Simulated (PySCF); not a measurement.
Zn(iPr)(OH) (C3H8OZn), SMILES C[CH](C)[Zn][OH].

Geometry: B3LYP-D3(BJ)/def2-SVP. The structure was generated by enumeration; whether it is a known compound was not checked. One conformer was computed; it need not be the lowest.

Two levels are set side by side: TDA-PBE/def2-SVPD (PySCF) and TDA-PBE0/def2-SVPD (PySCF). Vertical, same geometry. The lowest singlet is HOMO−1→LUMO 99 % with PBE and HOMO→LUMO 88 % with the other functional; states are paired by order. Differences are taken from unrounded values.

```csv
quantity,TDA-PBE0,TDA-PBE,TDA-PBE minus TDA-PBE0
lowest singlet excitation (eV),5.90,5.26,-0.64
lowest triplet excitation (TDA) (eV),4.99,4.63,-0.36
first bright state (f over 0.05) (eV),5.90,5.44,-0.47
its oscillator strength,0.20,0.18,-0.02
```

Functionals without exact exchange tend to place singlet excitations lower, as here. Differences between two approximate levels are no errors against the true value.

Rough cost on one machine, each run with all the roots and properties that it gave: TDA-PBE0 against TDA-PBE about 2 times.
